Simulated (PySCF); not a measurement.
**Solvent effects on NMR parameters**

Molfile (atoms numbered from 1):
```
C8H10AlN
     RDKit          3D

 20 20  0  0  0  0  0  0  0  0999 V2000
    3.4942    0.4915   -2.1754 C   0  0  0  0  0  0  0  0  0  0  0  0
    2.7223   -0.2060   -1.1721 C   0  0  0  0  0  0  0  0  0  0  0  0
    2.1017   -0.7543   -0.3721 N   0  0  0  0  0  0  0  0  0  0  0  0
    0.8997   -1.5890    1.0520 Al  0  0  0  0  0  4  0  0  0  0  0  0
   -0.7364   -0.5193    0.7261 C   0  0  0  0  0  0  0  0  0  0  0  0
   -0.9616    0.7005    1.3900 C   0  0  0  0  0  0  0  0  0  0  0  0
   -2.0936    1.4776    1.1406 C   0  0  0  0  0  0  0  0  0  0  0  0
   -3.0405    1.0489    0.2110 C   0  0  0  0  0  0  0  0  0  0  0  0
   -2.8483   -0.1579   -0.4610 C   0  0  0  0  0  0  0  0  0  0  0  0
   -1.7120   -0.9255   -0.2022 C   0  0  0  0  0  0  0  0  0  0  0  0
    2.8934    1.3097   -2.5983 H   0  0  0  0  0  0  0  0  0  0  0  0
    3.7757   -0.2032   -2.9796 H   0  0  0  0  0  0  0  0  0  0  0  0
    4.4046    0.9083   -1.7215 H   0  0  0  0  0  0  0  0  0  0  0  0
    1.7523   -1.2119    2.3563 H   0  0  0  0  0  0  0  0  0  0  0  0
    0.8836   -3.1040    0.5291 H   0  0  0  0  0  0  0  0  0  0  0  0
   -0.2356    1.0547    2.1304 H   0  0  0  0  0  0  0  0  0  0  0  0
   -2.2416    2.4198    1.6761 H   0  0  0  0  0  0  0  0  0  0  0  0
   -3.9309    1.6522    0.0144 H   0  0  0  0  0  0  0  0  0  0  0  0
   -3.5905   -0.5032   -1.1865 H   0  0  0  0  0  0  0  0  0  0  0  0
   -1.5873   -1.8737   -0.7370 H   0  0  0  0  0  0  0  0  0  0  0  0
  1  2  1  0
  2  3  3  0
  3  4  1  0
  4  5  1  0
  5  6  2  0
  6  7  1  0
  7  8  2  0
  8  9  1  0
  9 10  2  0
 10  5  1  0
  1 11  1  0
  1 12  1  0
  1 13  1  0
  4 14  1  0
  4 15  1  0
  6 16  1  0
  7 17  1  0
  8 18  1  0
  9 19  1  0
 10 20  1  0
M  CHG  2   3   1   4  -1
M  END
```

GIAO PBE0/pcSseg-1 in PySCF on one PBE0-D3(BJ)/def2-SVP conformer, non-relativistic, equivalent nuclei averaged. Solvents enter as an IEF-PCM continuum (chloroform with ε = 4.7, acetonitrile with ε = 35.7) around the gas-phase geometry. Shifts are referred to TMS, AlH4- computed in the same medium.

Gas phase, δ in ppm: C5 152.3, C6/C10 144.6, C8 133.1, C7/C9 132.3, C2 127.2, C1 1.4, Al4 58.8, H16/H20 7.88, H17/H19 7.33, H18 7.30, H14/H15 4.31, H11/H12/H13 2.11. Dipole moment 8.35 D.

Task: How does each δ change in the continuum?

Result: 
```
      atoms                                 environment  Δδ, chloroform  Δδ, acetonitrile
         C5                 substituted aromatic carbon            +1.1              +1.2
     C6/C10                                 aromatic CH            +0.4              +0.6
         C8                                 aromatic CH            +1.2              +1.9
      C7/C9                                 aromatic CH            +1.2              +1.8
         C2                       nitrilium-type carbon            +5.6              +7.7
         C1                methyl carbon α to a nitrile            +0.6              +0.9
        Al4               aluminium bonded to C, N, 2 H           -12.6             -15.8
    H16/H20                  hydrogen on an aromatic CH           +0.06             +0.09
    H17/H19                  hydrogen on an aromatic CH           +0.18             +0.26
        H18                  hydrogen on an aromatic CH           +0.19             +0.28
    H14/H15     hydrogen on an aluminium bonded to C, N           -0.36             -0.48
H11/H12/H13  hydrogen on a methyl carbon α to a nitrile           +0.29             +0.39
```

Changes are relative to the gas phase. The dipole moment becomes 9.60 D in chloroform, 10.02 D in acetonitrile.

Task: Which nuclei move most (in ppm), and what does the model miss?

Result: Al4 (aluminium bonded to C, N, 2 H, -15.8 ppm) in acetonitrile. A continuum only polarises the solute; specific hydrogen bonds, the anisotropy of aromatic solvents and changes of geometry or conformer are outside it.
